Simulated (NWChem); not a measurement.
C$_{2}$H$_{5}$ClSi; SMILES [SiH3]/C=C\Cl

```xyz
9

Si    -0.4331     1.6946     0.0000
C      1.0689     0.5667     0.0000
C      1.0181    -0.7669     0.0000
Cl    -0.4667    -1.6554     0.0000
H     -1.2708     1.4659     1.2155
H     -1.2708     1.4659    -1.2155
H      0.0454     3.1096     0.0000
H      2.0758     1.0002     0.0000
H      1.8949    -1.4211     0.0000
```
Atoms are numbered in this order, from 1.

Computed with NWChem. Medium grid unless said otherwise, to which SCAN and Minnesota functionals are sensitive. The geometry was optimised at PBE0/def2-SVP. B3LYP is NWChem's, with the RPA form of VWN correlation. Total energies of different functionals are on different scales.

```json
[
 {"level": "B3LYP/def2-SVP", "energy (Ha)": "-828.6239", "highest occupied level (eV)": "-7.28", "orbital gap (eV)": "6.39", "dipole (D)": "1.29", "relative time": "2"},
 {"level": "PBE/def2-SVP", "energy (Ha)": "-828.1349", "highest occupied level (eV)": "-6.37", "orbital gap (eV)": "4.71", "dipole (D)": "1.23", "relative time": "2"},
 {"level": "r2SCAN/def2-SVP", "energy (Ha)": "-828.4804", "highest occupied level (eV)": "-6.69", "orbital gap (eV)": "5.10", "dipole (D)": "1.35", "relative time": "2"},
 {"level": "LRC-wPBEh/def2-SVP", "energy (Ha)": "-828.2400", "highest occupied level (eV)": "-9.44", "orbital gap (eV)": "10.37", "dipole (D)": "1.37", "relative time": "5"},
 {"level": "MPW1K/def2-SVP", "energy (Ha)": "-828.6008", "highest occupied level (eV)": "-8.48", "orbital gap (eV)": "8.34", "dipole (D)": "1.43", "relative time": "1"},
 {"level": "PBE0/def2-SVP", "energy (Ha)": "-828.2144", "highest occupied level (eV)": "-7.58", "orbital gap (eV)": "6.82", "dipole (D)": "1.35", "relative time": "1"},
 {"level": "TPSSh/def2-SVP", "energy (Ha)": "-828.6364", "highest occupied level (eV)": "-6.94", "orbital gap (eV)": "5.75", "dipole (D)": "1.36", "relative time": "2"},
 {"level": "CAM-B3LYP/def2-SVP", "energy (Ha)": "-828.5523", "highest occupied level (eV)": "-8.81", "orbital gap (eV)": "9.29", "dipole (D)": "1.33", "relative time": "5"},
 {"level": "BHandHLYP/def2-SVP", "energy (Ha)": "-828.5336", "highest occupied level (eV)": "-8.56", "orbital gap (eV)": "8.93", "dipole (D)": "1.40", "relative time": "1"},
 {"level": "M06/def2-SVP", "energy (Ha)": "-828.4956", "highest occupied level (eV)": "-7.53", "orbital gap (eV)": "6.83", "dipole (D)": "1.21", "relative time": "2"},
 {"level": "Hartree-Fock/def2-SVP", "energy (Ha)": "-826.7541", "highest occupied level (eV)": "-10.15", "orbital gap (eV)": "13.13", "dipole (D)": "1.58", "relative time": "1"}
]
```

Times are rough ratios from one shared machine.
